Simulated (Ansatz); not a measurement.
Consider the redistribution: `O=C[SiH2][SiH3]` + `OB(F)[SiH2]Br` → `OB(F)[SiH2][SiH3]` + `O=C[SiH2]Br`.

Gas-phase electronic energies from Ansatz, PBE0-D4/def2-TZVP geometries. CCSD(T)/CBS is the MP2 limit (def2-TZVPP, def2-QZVPP) plus CCSD(T) − MP2 in def2-TZVPP, frozen cores. Functionals use def2-TZVPP. B3LYP here is the variant with VWN-RPA as its local correlation; programs differ in this. For Br outer-core shells are correlated without core-valence functions, which leaves a few kJ/mol of doubt a bond. Scalar relativity is left out up to krypton. Each species was taken in one conformer, which may not be the lowest.

```
             level  ΔE (kcal/mol)  difference from CCSD(T)/CBS
            PBE-D4            0.8                          0.9
         r2SCAN-D4            0.5                          0.6
           PBE0-D4            0.4                          0.5
          B3LYP-D4            0.4                          0.5
           ωB97X-V            0.0                          0.1
           ωB97M-V            0.0                          0.1
            B2PLYP           -0.2                         -0.1
               PBE            0.5                          0.6
            r2SCAN            0.4                          0.5
              PBE0            0.2                          0.3
             B3LYP           -0.1                          0.0
     HF/def2-TZVPP           -0.7                         -0.6
    MP2/def2-TZVPP           -0.4                         -0.3
SCS-MP2/def2-TZVPP           -0.5                         -0.4
   CCSD/def2-TZVPP           -0.4                         -0.3
CCSD(T)/def2-TZVPP           -0.3                         -0.2
     HF/def2-QZVPP           -0.7                         -0.6
    MP2/def2-QZVPP           -0.2                         -0.1
SCS-MP2/def2-QZVPP           -0.3                         -0.2
      HF/CBS(def2)           -0.7                         -0.6
     MP2/CBS(def2)           -0.2                         -0.1
    CCSD/CBS(def2)           -0.2                         -0.1
       CCSD(T)/CBS           -0.1                            0
```

Largest T1 diagnostic among the species: 0.016.
